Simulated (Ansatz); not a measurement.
`C[O][Sb]([F])[SiH3]` and `C[O][Sb]([SiH3])[Cl]` differ in one element.

Ansatz, PBE0-D4/def2-TZVP geometries, multiplicity 1. Each molecule was computed in one conformer, which needn't be the lowest.

Elements past krypton have def2 core potentials.  Spin–orbit coupling is left out; it splits and shifts lone-pair levels of the heavy atoms by tenths of an eV.

```
                                        property  `C[O][Sb]([F])[SiH3]`
             LUMO energy (B3LYP/def2-TZVPP) / eV                  -1.59
              LUMO energy (PBE0/def2-TZVPP) / eV                  -1.37
size of the dipole moment (B3LYP/def2-TZVPP) / D                   2.41
         HOMO–LUMO gap (ωB97M-V/def2-TZVPP) / eV                   9.47
           HOMO energy (ωB97M-V/def2-TZVPP) / eV                  -9.05
               HOMO energy (PBE/def2-TZVPP) / eV                  -5.97
```

Problem. What does the change do to each property? (An estimate is asked.)

Solution. The calculation gave: 
| property | `C[O][Sb]([SiH3])[Cl]` | shift |
| --- | --- | --- |
| LUMO energy (B3LYP/def2-TZVPP) / eV | -1.71 | -0.12 |
| LUMO energy (PBE0/def2-TZVPP) / eV | -1.51 | -0.14 |
| size of the dipole moment (B3LYP/def2-TZVPP) / D | 2.21 | -0.20 |
| HOMO–LUMO gap (ωB97M-V/def2-TZVPP) / eV | 9.33 | -0.14 |
| HOMO energy (ωB97M-V/def2-TZVPP) / eV | -9.01 | 0.04 |
| HOMO energy (PBE/def2-TZVPP) / eV | -5.94 | 0.03 |

Dipoles are sizes alone; their direction can turn.

Positive LUMOs are unbound, so they and the gaps depend on the basis.

B3LYP here is the variant with VWN-RPA as its local correlation; programs differ in this.
